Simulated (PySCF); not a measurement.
A calculated (M06-L, PySCF 2.14, x2c-QZVPPall with one added diffuse shell each of s, p, d, f type, scalar relativity by spin-free X2C-1e) atom or ion has these occupied shells.

```csv
shell,electrons,orbital energy (eV),"rms radius, mean of both spins (bohr)"
1s,2,-10253.7,0.0561
2s,2,-1283.1,0.236
2p,6,-1114.8,0.211
3s,2,-162.21,0.697
3p,6,-110.55,0.735
3d,10,-27.831,0.918
4s,2,-16.287,2.37
```

Name the element and its charge.

Ga⁺ (gallium, charge +1), in [Ar] 3d10 4s2, closed-shell 1S.
